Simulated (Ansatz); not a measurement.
**Molecular dynamics of F3HSi**

Input file:

```yaml
crystal:
  periodic: [false, false, false]
  atoms:
    - { symbol: Si, position_ang: [-0.021881, -0.01568, 0.025537] }
    - { symbol: H, position_ang: [-0.029892, 0.00525, 1.494351] }
    - { symbol: F, position_ang: [1.489967, 0.023151, -0.556386] }
    - { symbol: F, position_ang: [-0.713847, 1.325194, -0.547342] }
    - { symbol: F, position_ang: [-0.740611, -1.325444, -0.540766] }
basis:
  gaussian: { orbitals: def2-SVPD }
hamiltonian:
  xc: b3lyp
md:
  timestep: 1.0
  n_steps: 166
  ensemble: nve
  temperature: 200.0
  initial_velocities: maxwell_boltzmann
  seed: 899927
  masses: [{ species: H, mass: 10.0 }]
```

Launched with:

```bash
$ ansatz run input.yaml --threads 2 --pin off --max-ram 3072MiB --backend cpu --events-out ev --progress --plain --runs-dir out
```

It goes on from the last frame of an earlier run, with new velocities.

Output, in part (one step line in 2, the closing report, with atoms numbered from 0):

```
md step     0: t =     0.00 fs  T =   200.0 K  F+E_penalty+E_count = -16041.73825109 eV  E_kin = 0.077556 eV  conserved = -16041.66069509 eV  (24 SCF iters)
md step     2: t =     2.00 fs  T =   188.3 K  F+E_penalty+E_count = -16041.73368586 eV  E_kin = 0.073006 eV  conserved = -16041.66067971 eV  (28 SCF iters)
md step     4: t =     4.00 fs  T =   174.3 K  F+E_penalty+E_count = -16041.72827309 eV  E_kin = 0.067602 eV  conserved = -16041.66067138 eV  (27 SCF iters)
md step     6: t =     6.00 fs  T =   159.6 K  F+E_penalty+E_count = -16041.72254243 eV  E_kin = 0.061872 eV  conserved = -16041.66067046 eV  (29 SCF iters)
md step     8: t =     8.00 fs  T =   144.1 K  F+E_penalty+E_count = -16041.71656813 eV  E_kin = 0.055895 eV  conserved = -16041.66067299 eV  (29 SCF iters)
md step    10: t =    10.00 fs  T =   127.7 K  F+E_penalty+E_count = -16041.71019393 eV  E_kin = 0.049519 eV  conserved = -16041.66067461 eV  (29 SCF iters)
md step    12: t =    12.00 fs  T =   110.0 K  F+E_penalty+E_count = -16041.70332639 eV  E_kin = 0.042655 eV  conserved = -16041.66067154 eV  (29 SCF iters)
md step    14: t =    14.00 fs  T =    91.5 K  F+E_penalty+E_count = -16041.69615454 eV  E_kin = 0.035492 eV  conserved = -16041.66066266 eV  (29 SCF iters)
md step    16: t =    16.00 fs  T =    73.7 K  F+E_penalty+E_count = -16041.68922501 eV  E_kin = 0.028576 eV  conserved = -16041.66064944 eV  (26 SCF iters)
md step    18: t =    18.00 fs  T =    58.6 K  F+E_penalty+E_count = -16041.68335026 eV  E_kin = 0.022715 eV  conserved = -16041.66063533 eV  (29 SCF iters)
md step    20: t =    20.00 fs  T =    48.3 K  F+E_penalty+E_count = -16041.67936851 eV  E_kin = 0.018743 eV  conserved = -16041.66062593 eV  (29 SCF iters)
md step    22: t =    22.00 fs  T =    44.4 K  F+E_penalty+E_count = -16041.67784105 eV  E_kin = 0.017216 eV  conserved = -16041.66062461 eV  (29 SCF iters)
md step    24: t =    24.00 fs  T =    47.0 K  F+E_penalty+E_count = -16041.67884069 eV  E_kin = 0.018210 eV  conserved = -16041.66063107 eV  (28 SCF iters)
md step    26: t =    26.00 fs  T =    54.9 K  F+E_penalty+E_count = -16041.68194861 eV  E_kin = 0.021306 eV  conserved = -16041.66064224 eV  (29 SCF iters)
md step    28: t =    28.00 fs  T =    66.6 K  F+E_penalty+E_count = -16041.68646538 eV  E_kin = 0.025813 eV  conserved = -16041.66065287 eV  (29 SCF iters)
md step    30: t =    30.00 fs  T =    80.1 K  F+E_penalty+E_count = -16041.69172776 eV  E_kin = 0.031069 eV  conserved = -16041.66065884 eV  (29 SCF iters)
md step    32: t =    32.00 fs  T =    94.6 K  F+E_penalty+E_count = -16041.69735973 eV  E_kin = 0.036700 eV  conserved = -16041.66065948 eV  (29 SCF iters)
md step    34: t =    34.00 fs  T =   110.0 K  F+E_penalty+E_count = -16041.70332458 eV  E_kin = 0.042668 eV  conserved = -16041.66065694 eV  (25 SCF iters)
md step    36: t =    36.00 fs  T =   126.6 K  F+E_penalty+E_count = -16041.70976002 eV  E_kin = 0.049104 eV  conserved = -16041.66065617 eV  (28 SCF iters)
md step    38: t =    38.00 fs  T =   144.5 K  F+E_penalty+E_count = -16041.71669661 eV  E_kin = 0.056036 eV  conserved = -16041.66066086 eV  (29 SCF iters)
md step    40: t =    40.00 fs  T =   162.9 K  F+E_penalty+E_count = -16041.72383276 eV  E_kin = 0.063161 eV  conserved = -16041.66067189 eV  (28 SCF iters)
md step    42: t =    42.00 fs  T =   180.0 K  F+E_penalty+E_count = -16041.73048877 eV  E_kin = 0.069802 eV  conserved = -16041.66068665 eV  (27 SCF iters)
md step    44: t =    44.00 fs  T =   193.5 K  F+E_penalty+E_count = -16041.73575265 eV  E_kin = 0.075052 eV  conserved = -16041.66070081 eV  (28 SCF iters)
md step    46: t =    46.00 fs  T =   201.2 K  F+E_penalty+E_count = -16041.73873756 eV  E_kin = 0.078027 eV  conserved = -16041.66071028 eV  (29 SCF iters)
md step    48: t =    48.00 fs  T =   201.5 K  F+E_penalty+E_count = -16041.73885665 eV  E_kin = 0.078145 eV  conserved = -16041.66071135 eV  (29 SCF iters)
md step    50: t =    50.00 fs  T =   194.3 K  F+E_penalty+E_count = -16041.73604773 eV  E_kin = 0.075345 eV  conserved = -16041.66070257 eV  (29 SCF iters)
md step    52: t =    52.00 fs  T =   181.0 K  F+E_penalty+E_count = -16041.73086948 eV  E_kin = 0.070184 eV  conserved = -16041.66068547 eV  (25 SCF iters)
md step    54: t =    54.00 fs  T =   164.3 K  F+E_penalty+E_count = -16041.72438669 eV  E_kin = 0.063721 eV  conserved = -16041.66066571 eV  (29 SCF iters)
md step    56: t =    56.00 fs  T =   147.4 K  F+E_penalty+E_count = -16041.71781819 eV  E_kin = 0.057167 eV  conserved = -16041.66065094 eV  (28 SCF iters)
md step    58: t =    58.00 fs  T =   132.6 K  F+E_penalty+E_count = -16041.71206996 eV  E_kin = 0.051423 eV  conserved = -16041.66064689 eV  (29 SCF iters)
md step    60: t =    60.00 fs  T =   120.5 K  F+E_penalty+E_count = -16041.70739807 eV  E_kin = 0.046745 eV  conserved = -16041.66065342 eV  (29 SCF iters)
md step    62: t =    62.00 fs  T =   110.3 K  F+E_penalty+E_count = -16041.70341944 eV  E_kin = 0.042755 eV  conserved = -16041.66066427 eV  (29 SCF iters)
md step    64: t =    64.00 fs  T =   100.1 K  F+E_penalty+E_count = -16041.69949222 eV  E_kin = 0.038822 eV  conserved = -16041.66067059 eV  (29 SCF iters)
md step    66: t =    66.00 fs  T =    89.2 K  F+E_penalty+E_count = -16041.69524859 eV  E_kin = 0.034582 eV  conserved = -16041.66066642 eV  (28 SCF iters)
md step    68: t =    68.00 fs  T =    78.1 K  F+E_penalty+E_count = -16041.69095177 eV  E_kin = 0.030300 eV  conserved = -16041.66065220 eV  (29 SCF iters)
md step    70: t =    70.00 fs  T =    69.2 K  F+E_penalty+E_count = -16041.68745762 eV  E_kin = 0.026823 eV  conserved = -16041.66063511 eV  (25 SCF iters)
md step    72: t =    72.00 fs  T =    65.0 K  F+E_penalty+E_count = -16041.68581137 eV  E_kin = 0.025188 eV  conserved = -16041.66062306 eV  (29 SCF iters)
md step    74: t =    74.00 fs  T =    67.4 K  F+E_penalty+E_count = -16041.68674057 eV  E_kin = 0.026119 eV  conserved = -16041.66062181 eV  (29 SCF iters)
md step    76: t =    76.00 fs  T =    76.6 K  F+E_penalty+E_count = -16041.69032467 eV  E_kin = 0.029693 eV  conserved = -16041.66063124 eV  (28 SCF iters)
md step    78: t =    78.00 fs  T =    91.1 K  F+E_penalty+E_count = -16041.69598133 eV  E_kin = 0.035334 eV  conserved = -16041.66064775 eV  (28 SCF iters)
md step    80: t =    80.00 fs  T =   108.4 K  F+E_penalty+E_count = -16041.70270249 eV  E_kin = 0.042037 eV  conserved = -16041.66066522 eV  (29 SCF iters)
md step    82: t =    82.00 fs  T =   125.6 K  F+E_penalty+E_count = -16041.70939197 eV  E_kin = 0.048712 eV  conserved = -16041.66067956 eV  (29 SCF iters)
md step    84: t =    84.00 fs  T =   140.5 K  F+E_penalty+E_count = -16041.71516495 eV  E_kin = 0.054478 eV  conserved = -16041.66068693 eV  (29 SCF iters)
md step    86: t =    86.00 fs  T =   151.8 K  F+E_penalty+E_count = -16041.71954792 eV  E_kin = 0.058861 eV  conserved = -16041.66068672 eV  (29 SCF iters)
md step    88: t =    88.00 fs  T =   159.5 K  F+E_penalty+E_count = -16041.72252777 eV  E_kin = 0.061846 eV  conserved = -16041.66068153 eV  (26 SCF iters)
md step    90: t =    90.00 fs  T =   164.4 K  F+E_penalty+E_count = -16041.72442270 eV  E_kin = 0.063747 eV  conserved = -16041.66067544 eV  (29 SCF iters)
md step    92: t =    92.00 fs  T =   167.4 K  F+E_penalty+E_count = -16041.72560228 eV  E_kin = 0.064928 eV  conserved = -16041.66067392 eV  (28 SCF iters)
md step    94: t =    94.00 fs  T =   168.9 K  F+E_penalty+E_count = -16041.72616821 eV  E_kin = 0.065489 eV  conserved = -16041.66067947 eV  (29 SCF iters)
md step    96: t =    96.00 fs  T =   167.9 K  F+E_penalty+E_count = -16041.72579063 eV  E_kin = 0.065101 eV  conserved = -16041.66068983 eV  (29 SCF iters)
md step    98: t =    98.00 fs  T =   162.8 K  F+E_penalty+E_count = -16041.72384499 eV  E_kin = 0.063147 eV  conserved = -16041.66069843 eV  (29 SCF iters)
md step   100: t =   100.00 fs  T =   152.5 K  F+E_penalty+E_count = -16041.71982528 eV  E_kin = 0.059128 eV  conserved = -16041.66069769 eV  (29 SCF iters)
md step   102: t =   102.00 fs  T =   137.0 K  F+E_penalty+E_count = -16041.71379925 eV  E_kin = 0.053115 eV  conserved = -16041.66068463 eV  (29 SCF iters)
md step   104: t =   104.00 fs  T =   118.4 K  F+E_penalty+E_count = -16041.70658892 eV  E_kin = 0.045926 eV  conserved = -16041.66066321 eV  (29 SCF iters)
md step   106: t =   106.00 fs  T =   100.2 K  F+E_penalty+E_count = -16041.69951598 eV  E_kin = 0.038873 eV  conserved = -16041.66064266 eV  (25 SCF iters)
md step   108: t =   108.00 fs  T =    85.7 K  F+E_penalty+E_count = -16041.69385226 eV  E_kin = 0.033221 eV  conserved = -16041.66063119 eV  (29 SCF iters)
md step   110: t =   110.00 fs  T =    76.6 K  F+E_penalty+E_count = -16041.69032718 eV  E_kin = 0.029696 eV  conserved = -16041.66063099 eV  (28 SCF iters)
md step   112: t =   112.00 fs  T =    73.1 K  F+E_penalty+E_count = -16041.68897634 eV  E_kin = 0.028338 eV  conserved = -16041.66063854 eV  (28 SCF iters)
md step   114: t =   114.00 fs  T =    74.0 K  F+E_penalty+E_count = -16041.68934408 eV  E_kin = 0.028696 eV  conserved = -16041.66064797 eV  (29 SCF iters)
md step   116: t =   116.00 fs  T =    77.8 K  F+E_penalty+E_count = -16041.69083860 eV  E_kin = 0.030184 eV  conserved = -16041.66065467 eV  (29 SCF iters)
md step   118: t =   118.00 fs  T =    83.5 K  F+E_penalty+E_count = -16041.69302674 eV  E_kin = 0.032370 eV  conserved = -16041.66065643 eV  (29 SCF iters)
md step   120: t =   120.00 fs  T =    90.6 K  F+E_penalty+E_count = -16041.69577723 eV  E_kin = 0.035124 eV  conserved = -16041.66065331 eV  (28 SCF iters)
md step   122: t =   122.00 fs  T =    99.6 K  F+E_penalty+E_count = -16041.69925527 eV  E_kin = 0.038608 eV  conserved = -16041.66064729 eV  (29 SCF iters)
md step   124: t =   124.00 fs  T =   111.3 K  F+E_penalty+E_count = -16041.70379136 eV  E_kin = 0.043149 eV  conserved = -16041.66064277 eV  (26 SCF iters)
md step   126: t =   126.00 fs  T =   126.4 K  F+E_penalty+E_count = -16041.70964511 eV  E_kin = 0.049002 eV  conserved = -16041.66064354 eV  (29 SCF iters)
md step   128: t =   128.00 fs  T =   144.6 K  F+E_penalty+E_count = -16041.71673641 eV  E_kin = 0.056083 eV  conserved = -16041.66065302 eV  (29 SCF iters)
md step   130: t =   130.00 fs  T =   164.5 K  F+E_penalty+E_count = -16041.72445825 eV  E_kin = 0.063788 eV  conserved = -16041.66067059 eV  (29 SCF iters)
md step   132: t =   132.00 fs  T =   183.1 K  F+E_penalty+E_count = -16041.73170737 eV  E_kin = 0.071015 eV  conserved = -16041.66069194 eV  (29 SCF iters)
md step   134: t =   134.00 fs  T =   197.2 K  F+E_penalty+E_count = -16041.73717557 eV  E_kin = 0.076467 eV  conserved = -16041.66070903 eV  (28 SCF iters)
md step   136: t =   136.00 fs  T =   204.0 K  F+E_penalty+E_count = -16041.73981151 eV  E_kin = 0.079096 eV  conserved = -16041.66071562 eV  (28 SCF iters)
md step   138: t =   138.00 fs  T =   202.5 K  F+E_penalty+E_count = -16041.73922493 eV  E_kin = 0.078516 eV  conserved = -16041.66070913 eV  (28 SCF iters)
md step   140: t =   140.00 fs  T =   193.7 K  F+E_penalty+E_count = -16041.73581316 eV  E_kin = 0.075119 eV  conserved = -16041.66069374 eV  (28 SCF iters)
md step   142: t =   142.00 fs  T =   180.1 K  F+E_penalty+E_count = -16041.73052202 eV  E_kin = 0.069845 eV  conserved = -16041.66067702 eV  (28 SCF iters)
md step   144: t =   144.00 fs  T =   164.3 K  F+E_penalty+E_count = -16041.72438753 eV  E_kin = 0.063722 eV  conserved = -16041.66066567 eV  (29 SCF iters)
md step   146: t =   146.00 fs  T =   148.2 K  F+E_penalty+E_count = -16041.71813162 eV  E_kin = 0.057470 eV  conserved = -16041.66066185 eV  (29 SCF iters)
md step   148: t =   148.00 fs  T =   132.4 K  F+E_penalty+E_count = -16041.71201690 eV  E_kin = 0.051353 eV  conserved = -16041.66066344 eV  (29 SCF iters)
md step   150: t =   150.00 fs  T =   116.8 K  F+E_penalty+E_count = -16041.70596312 eV  E_kin = 0.045297 eV  conserved = -16041.66066649 eV  (29 SCF iters)
md step   152: t =   152.00 fs  T =   100.9 K  F+E_penalty+E_count = -16041.69978866 eV  E_kin = 0.039121 eV  conserved = -16041.66066733 eV  (29 SCF iters)
md step   154: t =   154.00 fs  T =    84.5 K  F+E_penalty+E_count = -16041.69344604 eV  E_kin = 0.032783 eV  conserved = -16041.66066334 eV  (29 SCF iters)
md step   156: t =   156.00 fs  T =    68.4 K  F+E_penalty+E_count = -16041.68718634 eV  E_kin = 0.026533 eV  conserved = -16041.66065342 eV  (29 SCF iters)
md step   158: t =   158.00 fs  T =    54.1 K  F+E_penalty+E_count = -16041.68161000 eV  E_kin = 0.020971 eV  conserved = -16041.66063948 eV  (29 SCF iters)
md step   160: t =   160.00 fs  T =    43.7 K  F+E_penalty+E_count = -16041.67755948 eV  E_kin = 0.016933 eV  conserved = -16041.66062607 eV  (29 SCF iters)
md step   162: t =   162.00 fs  T =    39.3 K  F+E_penalty+E_count = -16041.67585930 eV  E_kin = 0.015241 eV  conserved = -16041.66061796 eV  (29 SCF iters)
md step   164: t =   164.00 fs  T =    42.2 K  F+E_penalty+E_count = -16041.67700239 eV  E_kin = 0.016384 eV  conserved = -16041.66061878 eV  (29 SCF iters)
md step   166: t =   166.00 fs  T =    52.4 K  F+E_penalty+E_count = -16041.68093065 eV  E_kin = 0.020302 eV  conserved = -16041.66062880 eV  (26 SCF iters)
Total energy: -16041.68118025 eV, -589.5209099323 hartree
Atom 0 at     0.032876    -0.028648     0.016928 Å, force    -0.938731     0.422528    -0.230669 eV/Å
Atom 1 at    -0.084072    -0.018553     1.465348 Å, force     0.344440    -0.068427     0.246239 eV/Å
Atom 2 at     1.537498     0.080716    -0.559150 Å, force    -0.196762    -0.387972     0.087062 eV/Å
Atom 3 at    -0.738142     1.286835    -0.545140 Å, force     0.158374    -0.227096    -0.011490 eV/Å
Atom 4 at    -0.816275    -1.312950    -0.512212 Å, force     0.632679     0.260968    -0.091142 eV/Å
Dipole moment:     0.079412    -0.064166     0.328484 e Å
```

All steps were run. The conserved energy stayed within 0.016 meV per atom of its start (net change 0.013 meV per atom), so the integration is sound. A run of 0.17 ps of so small a system gives no equilibrium averages.

The same pairs are bonded in the first frame and the last. Pairs count as bonded within 1.25 times the sum of covalent radii (0.12 Å more for H–H).

Last frame:

```xyz
5
Properties=species:S:1:pos:R:3
Si 0.033 -0.029 0.017
H -0.084 -0.019 1.465
F 1.538 0.081 -0.559
F -0.738 1.287 -0.545
F -0.816 -1.313 -0.512
```

The run took 5 min on 2 threads of Arm Neoverse V1, on a shared host, peak memory 0.17 GiB.
